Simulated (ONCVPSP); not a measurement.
**Varying the ONCV potential for Hf (Z = 72)**

Base potential:

```json
{
  "Element": "hafnium (Hf)",
  "Generator": "ONCVPSP 4.0.1",
  "Type": "optimised norm-conserving Vanderbilt (ONCV)",
  "Functional": "PBEsol",
  "Relativity": "fully relativistic",
  "Frozen core": "[Kr] 4d10 4f14",
  "Valence charge": "12",
  "Reference configuration": "5s2 5p6 5d2 6s2",
  "Partial waves": "5s+6s: rc 1.75 bohr, ncon 4, nbas 7, qcut 8.9 1/bohr, 2 projectors; 5p: rc 2.05 bohr, ncon 5, nbas 8, qcut 6.3 1/bohr, 2 projectors, debl 1.3 Ha; 5d: rc 1.85 bohr, ncon 3, nbas 7, qcut 5.7 1/bohr, 2 projectors, debl 2.6 Ha",
  "Local potential": "polynomial inside 1.35 bohr (lpopt 2, dvloc0 0 Ha)",
  "Core correction": "Teter function, fcfact 1.75, rcfact 1.1"
}
```

Open shells are filled in proportion to 2j + 1.

All-electron outer shells of the reference configuration (PBEsol, scalar-relativistic, ld1.x):

| shell | level (eV) | outermost node (bohr) | outermost maximum (bohr) |
| --- | --- | --- | --- |
| 5s | -67.04 | 0.55 | 1.01 |
| 5p | -35.59 | 0.60 | 1.16 |
| 4f | -16.86 | – | 0.45 |
| 6s | -5.13 | 1.37 | 2.89 |
| 5d | -2.71 | 0.67 | 1.69 |

Cutoffs, loose and tight: the cutoffs (Ha) at which the residual kinetic energy of the hardest occupied pseudo-wave falls to 1 and 0.1 mHa per electron. They do not see the model core or the augmentation charge, which bear on the density cutoff. Test errors are all-electron minus pseudo excitation energies from the reference, over the configurations 5s2 5p6 5d2 6s1; 5s2 5p6 5d2 6s0; 5s2 5p6 5d1 6s0; 5s2 5p6 5d2 6s0 6p1. A dash means not determined; rows that change the core or the reference have their own tests. The largest error is taken over the tests solved by every variant that gives reliable tests at all: 5s2 5p6 5d2 6s0; 5s2 5p6 5d2 6s0 6p1; 5s2 5p6 5d2 6s1.

A true bound ghost makes a file unfit for plane-wave use even where its test errors are small: the radial tests pick states by their node count and pass the ghost by.

| change | outcome | cutoff, loose | cutoff, tight | bound ghosts | GHOST(+) flags above zero | largest test error (meV) |
| --- | --- | --- | --- | --- | --- | --- |
| base | generated | 24 Ha | 29 Ha | none | none | +14 |
| local potential polynomial inside 1.35 bohr (lpopt 2, dvloc0 -2.5 Ha) | generated | 24 Ha | 29 Ha | none | s | +14 |
| local potential polynomial inside 1.35 bohr (lpopt 2, dvloc0 -1 Ha) | generated | 24 Ha | 29 Ha | none | s | +14 |
| local potential polynomial inside 1.35 bohr (lpopt 2, dvloc0 1 Ha) | generated | 24 Ha | 29 Ha | none | none | +14 |
| local potential polynomial inside 1.35 bohr (lpopt 2, dvloc0 3 Ha) | generated | 24 Ha | 29 Ha | none | none | +14 |
| local potential polynomial inside 1.35 bohr (lpopt 2, dvloc0 4.5 Ha) | generated | 24 Ha | 29 Ha | none | none | +14 |
| local potential polynomial inside 1.35 bohr (lpopt 2, dvloc0 5.5 Ha) | generated | 24 Ha | 29 Ha | none | s | +14 |
| local potential polynomial inside 1.35 bohr (lpopt 2, dvloc0 7.5 Ha) | generated | 24 Ha | 29 Ha | none | s | +14 |

(1) What comes out with this change to the base: local potential polynomial inside 1.35 bohr (lpopt 2, dvloc0 9 Ha)?

## Answers

(1) outcome: generated; cutoff, loose: 24 Ha; cutoff, tight: 29 Ha; bound ghosts: s; GHOST(+) flags above zero: none; largest test error (meV): +14.

Reading the sweep of the dvloc0 (base included, trends over the rows without a ghost): The loose cutoff stays near 24 Ha. Bound ghosts are found at 9 Ha.
